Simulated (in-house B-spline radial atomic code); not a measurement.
Response of Nb VI (Nb5+) as one setting changes: the share of exact exchange in a PBE hybrid. A dash marks a strongly mixed or unbound state. Computed with a B-spline radial code for spherical atoms: linear response of the closed shell [Ar] 3d10 4s2 4p6 with the functional's adiabatic kernel; scalar-relativistic (spin-free one-electron X2C), finite nucleus, no spin-orbit coupling, no double excitations, S, P, D and F terms only; shells from n = 2 respond. Only terms of natural parity with L up to 3 were computed.

```
share of exact exchange in a PBE hybrid  lowest 1P (eV)  lowest 3P, Tamm-Dancoff (eV)  minus highest occupied level (eV)  α (bohr³)
                                      0   4p → 4d 45.83                 4p → 4d 34.46                              93.98      2.283
                                    0.1   4p → 4d 45.90                 4p → 4d 34.48                              94.97       2.28
                                    0.2   4p → 4d 45.97                 4p → 4d 34.51                              95.96      2.277
                                    0.3               ?                             ?                                  ?          ?
                                    0.4   4p → 4d 46.10                 4p → 4d 34.55                              97.93      2.272
                                    0.5   4p → 4d 46.16                 4p → 4d 34.58                              98.92      2.269
                                    0.6   4p → 4d 46.23                 4p → 4d 34.60                              99.91      2.266
                                    0.7   4p → 4d 46.29                 4p → 4d 34.62                             100.90      2.264
                                    0.8   4p → 4d 46.35                 4p → 4d 34.64                             101.89      2.261
                                    0.9               ?                             ?                                  ?          ?
                                      1   4p → 4d 46.46                 4p → 4d 34.69                             103.86      2.256
```

(1) What belongs in the row for 0.3?

(2) What belongs in the row for 0.9?

Results:

(1) lowest 1P (eV): 4p → 4d 46.04; lowest 3P, Tamm-Dancoff (eV): 4p → 4d 34.53; minus highest occupied level (eV): 96.95; α (bohr³): 2.274.

(2) lowest 1P (eV): 4p → 4d 46.40; lowest 3P, Tamm-Dancoff (eV): 4p → 4d 34.66; minus highest occupied level (eV): 102.87; α (bohr³): 2.259.
